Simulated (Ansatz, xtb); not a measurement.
## Relative energy of two structures of BClH6Si2

Structure X is a singlet given by its coordinates and structure Y is `B[SiH2][SiH2]Cl`, a singlet. Both are isolated molecules in the gas phase, relaxed with PBE-D3(BJ)/def2-SVP; the shapes shown needn't be the lowest conformers.

X (Å):

```json
{"atom": "B", "x (Å)": "-1.1322", "y (Å)": "1.2944", "z (Å)": "0.6191"}
{"atom": "Cl", "x (Å)": "-0.6635", "y (Å)": "1.6928", "z (Å)": "-1.5452"}
{"atom": "Si", "x (Å)": "-1.2020", "y (Å)": "-0.7378", "z (Å)": "0.4311"}
{"atom": "Si", "x (Å)": "-1.1258", "y (Å)": "-0.4242", "z (Å)": "-1.8881"}
{"atom": "H", "x (Å)": "-2.2040", "y (Å)": "1.8638", "z (Å)": "0.7035"}
{"atom": "H", "x (Å)": "-0.1627", "y (Å)": "1.8083", "z (Å)": "1.1417"}
{"atom": "H", "x (Å)": "-0.0039", "y (Å)": "-1.5491", "z (Å)": "0.8530"}
{"atom": "H", "x (Å)": "-2.4484", "y (Å)": "-1.4791", "z (Å)": "0.8390"}
{"atom": "H", "x (Å)": "-0.0169", "y (Å)": "-0.9239", "z (Å)": "-2.7736"}
{"atom": "H", "x (Å)": "-2.3992", "y (Å)": "-0.4145", "z (Å)": "-2.6889"}
```

Close contacts (Å): B1–Cl2 2.25, B1–Si3 2.04, Cl2–Si4 2.19, Si3–Si4 2.34, B1–H5 1.22, B1–H6 1.22, Si3–H7 1.51, Si3–H8 1.51, Si4–H9 1.50, Si4–H10 1.50.

Y (Å):

| atom | x (Å) | y (Å) | z (Å) |
| --- | --- | --- | --- |
| B | -0.5231 | 2.5803 | -0.2261 |
| Cl | 2.9290 | -1.3596 | -0.5068 |
| Si | 1.0705 | 1.6873 | -1.0241 |
| Si | 1.2744 | -0.3157 | 0.2324 |
| H | -0.4075 | 3.3049 | 0.7437 |
| H | -1.6431 | 2.3290 | -0.6277 |
| H | 2.3878 | 2.3938 | -0.8392 |
| H | 0.9317 | 1.2343 | -2.4538 |
| H | 1.5031 | -0.0349 | 1.6912 |
| H | 0.0591 | -1.1882 | 0.0879 |

Question: Estimate E(Y) − E(X) at the level CCSD(T)/def2-SVP + ΔMP2/def2-TZVPP.

Answer: Calculated at CCSD(T)/def2-SVP + ΔMP2/def2-TZVPP: E(Y) − E(X) = −5.07 kJ/mol, so structure Y lies lower.

The same difference at several levels:

```
                             level             geometry  E(Y) − E(X) (kJ/mol)  departure from the last row (kJ/mol)  job, with rough time for the two
               PBE-D3(BJ)/def2-SVP  PBE-D3(BJ)/def2-SVP                  +11.01                                +16.08                optimisation, 58 s
                       HF/def2-SVP  PBE-D3(BJ)/def2-SVP                  −37.36                                −32.29           part of the CCSD(T) run
                      MP2/def2-SVP  PBE-D3(BJ)/def2-SVP                   −2.91                                 +2.16           part of the CCSD(T) run
                  CCSD(T)/def2-SVP  PBE-D3(BJ)/def2-SVP                   −4.54                                 +0.53                      single point
CCSD(T)/def2-SVP + ΔMP2/def2-TZVPP  PBE-D3(BJ)/def2-SVP                   −5.07                                                      single point, 20 s
```

PBE-D3(BJ)/def2-SVP puts the two in the other order. The largest departure from CCSD(T)/def2-SVP + ΔMP2/def2-TZVPP is that of HF/def2-SVP, 32.29 kJ/mol. Levels run at GFN2-xTB geometries aren't shown. The last row adds to CCSD(T) the change of the MP2 difference between the two basis sets, here −0.53 kJ/mol.

With harmonic frequencies from PBE-D3(BJ)/def2-SVP (ideal gas, rigid rotor, one conformer each, 298.15 K, 1 atm): on the last row, ΔE + ΔZPE = −7.62 kJ/mol. A mode under 50 cm⁻¹ makes harmonic enthalpies and free energies unreliable, so none is given.

The correlated steps freeze 16 core orbitals. Run with Ansatz 0.2.0; the last row on 2 threads of Intel(R) Xeon(R) Platinum 8259CL CPU @ 2.50GHz (Skylake/Cascade Lake) on a shared host.
